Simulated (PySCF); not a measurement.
trifluoromethoxyethane (C3H5F3O), SMILES CCOC(F)(F)F.

Geometry optimised at ωB97X-D3(BJ)/def2-SVP. One conformer was computed; it need not be the lowest.

Two levels are set side by side: PBE/def2-TZVP (PySCF) and B3LYP/def2-TZVP (PySCF). Same geometry, gas phase. Differences are taken from unrounded values.

```json
[
 {"quantity": "orbital gap (eV)", "B3LYP": "9.79"},
 {"quantity": "highest occupied level (eV)", "B3LYP": "-8.99"},
 {"quantity": "lowest empty level (eV)", "B3LYP": "0.81"},
 {"quantity": "dipole moment (D)", "B3LYP": "2.63"},
 {"quantity": "mean polarisability (bohr³)", "B3LYP": "43.9"}
]
```

Problem. What does PBE give, and how far is it from B3LYP? (Estimate from the structure and the level; the computed values follow.)

Solution. 
| quantity | PBE | PBE minus B3LYP |
|---|---|---|
| orbital gap (eV) | 7.90 | -1.89 |
| highest occupied level (eV) | -7.51 | 1.48 |
| lowest empty level (eV) | 0.39 | -0.42 |
| dipole moment (D) | 2.50 | -0.13 |
| mean polarisability (bohr³) | 45.4 | 1.5 |

PBE's occupied levels lie high since its potential decays too fast outside the molecule; exact exchange lowers them and widens the gap. Loosely held outer electrons make PBE densities more polarisable. Differences between two approximate levels are no errors against the true value.

Rough cost on one machine, each run with all the roots and properties that it gave: B3LYP against PBE within a factor of 2.
